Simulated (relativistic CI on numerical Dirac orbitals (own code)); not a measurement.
Calculated at this level of theory: Dirac-Coulomb-Breit CI, separate exchange-only KLI orbitals for each configuration, a model potential for QED, unscaled Slater integrals (own radial code, finite nucleus).

The strongest absorption lines from the ground level of an ion, among the configurations computed and to levels below about 639 eV (vacuum wavelength in nm, gf): 3.6844 (0.1), 3.8020 (0.7), 3.8373 (1.2), 3.8675 (1.3), 4.0395 (0.089), 4.6895 (0.13), 4.9738 (0.35), 5.5245 (0.57).

Q: Which ion is it?
A. Pr41+
B. Pr43+
C. Ho51+
D. Sb35+

A: B. Pr43+ has 16 electrons and the ground level 3s²3p⁴ ³P2; the strongest line goes to 3s²3p³3d ³D°3. The pattern of lines fixes the number of electrons, and along that sequence the line energies rise steadily with the charge (about as its square where n changes within one kind of shell, about linearly where n is kept but much faster in heavy ions where fine structure, which grows about as Z⁴, sets the gap, and irregularly where shells cross), which fixes Z. Configurations outside the model, such as inner-shell arrays, can give stronger lines. At this charge energies of transitions that change n are usually good to better than 1 %, and those within a shell (Δn = 0) to a few per cent.

LS names give the leading component of a level, which can be under half, so a name can repeat, a term be missing and a line seem to break the LS rules.
